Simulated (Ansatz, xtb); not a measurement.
Spectroscopic constants of SbAu, multiplicity 3 (lowest of 2S+1 = 1, 3, 5 at CCSD(T)/def2-TZVPP on PBE0 minima; our sources give no spin for the ground state, which may be another). No spin–orbit coupling.

The constants come from a fifth-degree fit in 1/R (seven points, main isotopes). In def2 and cc sets the state is the lowest found near the PBE0 minimum, followed along R.

Run with Ansatz (Gaussian orbitals); xtb for the GFN methods. Each number belongs to the level named beside it. In def2 rows elements past Kr take small-core potentials, without spin–orbit coupling. The GFN methods have no spin term and hold the electronic entropy of 300 K.

Question: What bond length and harmonic frequency does GFN1-xTB give?

Answer: r_e = 2.503 Å, ω_e = 210 cm⁻¹.

Question: What bond length and harmonic frequency does SVWN5/def2-TZVPP give?

Answer: r_e = 2.459 Å, ω_e = 216 cm⁻¹.

Question: What bond length and harmonic frequency does B97M-V/def2-TZVPP give?

Answer: r_e = 2.538 Å, ω_e = 186 cm⁻¹.

Ansatz is a quantum-chemistry and plane-wave program.
